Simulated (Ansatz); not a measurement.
System: C4H5OSi (charge 0, doublet). It need not be the lowest isomer of its formula. SMILES: c1([SiH3])o[c]cc1
Geometry: optimised at B3LYP-D3(BJ)/def2-TZVP (Ansatz, a first-principles code).

Parts of the frozen-core correlation energy in 6-31G (Ansatz, hartree). Frozen orbitals: 10; correlated occupied orbitals by spin: 16 and 15; virtual: 42 and 43. Open shells are spin-unrestricted. No spin-orbit coupling. No relativistic terms.

```json
[
 {"term": "reference (HF)", "value": "-517.90189"},
 {"term": "MP2 opposite-spin", "value": "-0.35973"},
 {"term": "MP2 same-spin", "value": "(withheld)"},
 {"term": "CCSD correlation", "value": "(withheld)"},
 {"term": "(T)", "value": "(withheld)"},
 {"term": "T1 diagnostic", "value": "0.040"},
 {"term": "largest doubles amplitude", "value": "0.067"},
 {"term": "<S^2> of the reference", "value": "1.148"}
]
```

Task: Some entries are withheld; supply them.

Result: 
- MP2 same-spin, value: -0.11881
- CCSD correlation, value: -0.53977
- (T), value: -0.01947
